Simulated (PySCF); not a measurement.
Problem. Write Cartesian coordinates for `C=C1C=C(Cl)/C1=C/CCC#N` as optimised with PBE0-D3(BJ)/def2-SVP.

Solution. 
```
atom  x, y, z in Å
C1    -1.3003    2.1781    0.3788
C2    -1.7081    0.9085    0.3098
C3    -2.9845    0.2009    0.5556
C4    -2.4164   -0.9995    0.2567
Cl5   -2.9640   -2.6030    0.2078
C6    -1.0875   -0.4248   -0.0247
C7     0.0877   -0.9287   -0.4077
C8     1.3361   -0.1400   -0.6315
C9     2.3761   -0.4040    0.4694
C10    3.6184    0.3275    0.2568
N11    4.5924    0.9225    0.0660
H12   -0.2725    2.4669    0.1534
H13   -1.9948    2.9704    0.6669
H14   -3.9810    0.5184    0.8601
H15    0.1412   -2.0153   -0.5472
H16    1.7776   -0.4054   -1.6063
H17    1.1130    0.9352   -0.6707
H18    2.6112   -1.4793    0.5296
H19    1.9647   -0.1181    1.4508
```

Any rigid rotation of these coordinates is as good. Atoms count from 1 in this order. The 9 C–C bonds span 1.335 Å (C6=C7, drawn double) to 1.537 Å (C8–C9, drawn single), a spread of 0.202 Å. The 4-membered ring C2–C3–C4–C6 has internal angles of 86.1° to 94.3°; it is planar, 0.00 Å rms from its mean plane, widest ring torsion 0°. Of the pairs four or more bonds apart, H12···H17 is among the closest relative to their van der Waals radii: 2.22 Å, 93 % of the sum of Bondi's values.

Bonds between heavy atoms (Å): C1=C2 1.335, C2–C3 1.480, C3=C4 1.361, C4–Cl5 1.695, C4–C6 1.475, C6=C7 1.335, C7–C8 1.494, C8–C9 1.537, C9–C10 1.457, C10≡N11 1.157, C2–C6 1.508.

Method used: PBE0-D3(BJ)/def2-SVP geometry optimisation, gas phase in PySCF.

Point group: C1 (no symmetry element, even within 0.4 Å). PBE0-D3(BJ)/def2-SVP frequencies: not computed here. One conformer, not necessarily the lowest (C6–C7–C8–C9 109°, C7–C8–C9–C10 179°).
